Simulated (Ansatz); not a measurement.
```yaml
crystal:
  periodic: [false, false, false]
  atoms:
    - {symbol: N, position_ang: [-0.834531, -0.150386, 0.460747]}
    - {symbol: Al, position_ang: [0.893768, 0.142125, -0.494769]}
    - {symbol: F, position_ang: [1.961967, -0.456370, 0.621180]}
    - {symbol: F, position_ang: [0.646788, -0.771244, -1.854671]}
    - {symbol: D, position_ang: [0.859394, 1.787428, -0.685721]}
    - {symbol: H, position_ang: [-1.440397, -0.765940, -0.073620]}
    - {symbol: H, position_ang: [-0.674491, -0.573116, 1.370265]}
    - {symbol: H, position_ang: [-1.320298, 0.730503, 0.600788]}
basis:
  gaussian: {orbitals: cc-pVTZ}
magnetization: {spin_polarized: true, initial_magnetization: 2}
hamiltonian: {xc: {name: r2SCAN0}, dispersion: d3bj}
output: {forces: true}
```

```sh
$ ansatz run in.yaml --threads 2 --pin off --events-out ev --progress --plain --max-ram 32768MiB --backend cpu
```

It prints (some lines left out):

```
Error: YAML parse error: error: line 8 column 16: `D` is not an element symbol (H … Og, case-exact)
 6 |     - {symbol: F, position_ang: [1.961967, -0.456370, 0.621180]}
 7 |     - {symbol: F, position_ang: [0.646788, -0.771244, -1.854671]}
 8 |     - {symbol: D, position_ang: [0.859394, 1.787428, -0.685721]}
 9 |     - {symbol: H, position_ang: [-1.440397, -0.765940, -0.073620]}
10 |     - {symbol: H, position_ang: [-0.674491, -0.573116, 1.370265]}
```

In this input an element symbol is wrong. The input was rejected before any iteration.
